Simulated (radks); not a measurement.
Values are calculated unless marked as measured or tabulated.
Task: Cu3+, configuration [Ar] 3d(up 4, down 4) (spins set by hand, not the high-spin state). Level of theory: scalar-relativistic Kohn-Sham, PBEsol, spin-polarised, spherical densities, point nucleus (a radial shooting solver on a logarithmic mesh with Libxc functionals). Some entries of the table are withheld. Estimate them.

orbital  occ.  eigenvalue (Ry)  r(max) (bohr)
1s          2              (1)            (2)
2s          2        -81.48489         0.1968
2p          6        -70.82089         0.1582
3s          2        -11.78487         0.6120
3p          6              (3)            (4)
3d          8         -3.59271            (5)

Result: 
(1) 1s eigenvalue (Ry): -653.3721
(2) 1s r(max) (bohr): 0.03413
(3) 3p eigenvalue (Ry): -8.64466
(4) 3p r(max) (bohr): 0.6168
(5) 3d r(max) (bohr): 0.5870
